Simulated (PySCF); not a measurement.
ScCl₂, SMILES [Sc]([Cl])[Cl] (connectivity only; charge and spin as stated), neutral, multiplicity 2.

Geometry optimised at B3LYP-D3(BJ)/def2-TZVP. The spin state was assumed, not searched. The isomer is the one that the SMILES or the coordinates give; other isomers of the formula were not compared.

Two levels are set side by side: PBE/def2-TZVPD (PySCF) and ωB97X/def2-TZVPD (PySCF). Same geometry, gas phase. Differences are taken from unrounded values.

```csv
quantity,PBE
α-spin orbital gap (eV),0.51
β-spin orbital gap (eV),4.29
dipole moment (D),3.22
mean polarisability (bohr³),111.1
```

Task: These are the PBE values. What does ωB97X give? (The exact figures need the calculation; the answer reports its results.)

Result: 
| quantity | ωB97X | PBE minus ωB97X |
|---|---|---|
| α-spin orbital gap (eV) | 7.08 | -6.57 |
| β-spin orbital gap (eV) | 10.55 | -6.26 |
| dipole moment (D) | 4.62 | -1.40 |
| mean polarisability (bohr³) | 90.6 | 20.5 |

PBE's more diffuse valence density responds more strongly to a field. Differences between two approximate levels are no errors against the true value.

Rough cost on one machine, each run with all the roots and properties that it gave: ωB97X against PBE within a factor of 2.
